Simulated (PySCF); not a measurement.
# Removing an electron from As2

Compound: As2.
Z-matrix (Å and degrees, PBE0-D3(BJ)/def2-SVP geometry), rows numbered from 1:
```
As
As  1  2.0912
```

Level: PBE0/def2-SVPD (PySCF). Frontier orbitals with their largest atomic shares (Löwdin; up to four atoms above 4 %):

| orbital | ε (eV) | main atoms |
| --- | --- | --- |
| HOMO−3 | -13.27 | As2 50 %, As1 50 % |
| HOMO−2 | -7.86 | As1 50 %, As2 50 % |
| HOMO−1 | -7.44 | ? |
| HOMO | -7.44 | ? |
| LUMO | -2.61 | As1 50 %, As2 50 % |
| LUMO+1 | -2.61 | As1 50 %, As2 50 % |
| LUMO+2 | 0.86 | As2 50 %, As1 50 % |

Question: What vertical ionisation energy does ΔSCF give, and how far is −ε(HOMO) from it?

Answer: ΔSCF: 9.75 eV (940 kJ/mol; threshold wavelength 127 nm); ⟨S²⟩ of the doublet left behind is 0.752, against 0.75 for a pure doublet. −ε(HOMO) is 7.44 eV, 2.31 eV below it. For the exact functional −ε(HOMO) would equal the first vertical ionisation energy; PBE0 (global hybrid, 25 % exact exchange) falls short of its own ΔSCF value by 24 %. Holes in the HOMO−1 and HOMO−2 were tried too where these lie within 1.2 eV of the HOMO; the lowest converged state counts.

Question: On which atoms does the HOMO lie?

Answer: HOMO: As2 50 %, As1 50 %; HOMO−1: As2 50 %, As1 50 %. These 2 orbitals lie within 0.02 eV of one another; within a degenerate set any mixture serves as well, and the shares of a single orbital can change with the mixture. The HOMO−2 lies 0.42 eV lower.

Question: And the vertical electron affinity, the fundamental gap, Mulliken's electronegativity and the hardness (with the factor ½)?

Answer: EA = 0.54 eV by ΔSCF (−ε(LUMO) = 2.61 eV). IE − EA = 9.21 eV against an orbital gap of 4.83 eV; (IE + EA)/2 = 5.14 eV; (IE − EA)/2 = 4.61 eV.

Question: With α = 58.8 au, estimate the like-pair dispersion coefficient by London's formula C6 = (3/4)α²I.

Answer: I = 0.3581 Eh, so C6 ≈ 928 au, a rough estimate.

Question: What total energies stand behind the ΔSCF value?

Answer: E(N) = -4470.66668 Eh and E(N − 1) = -4470.30856 Eh at the same geometry, 0.35812 Eh apart. With one more electron, E(N + 1) = -4470.68656 Eh.

Question: What kinetic energy would electrons from this vertical process carry with He II light (40.814 eV)?

Answer: 40.81 − 9.75 = 31.06 eV.

Question: Shift the occupied levels rigidly so that −ε(HOMO) equals the ΔSCF value. What binding energies result?

Answer: The shift is +2.31 eV: HOMO 9.75, HOMO−1 9.75, HOMO−2 10.17, HOMO−3 15.58 eV. A rigid shift is only a rough guide to the deeper ionisations.

Isolated species at its PBE0-D3(BJ)/def2-SVP geometry, gas phase. The calculation is non-relativistic, for arsenic too.
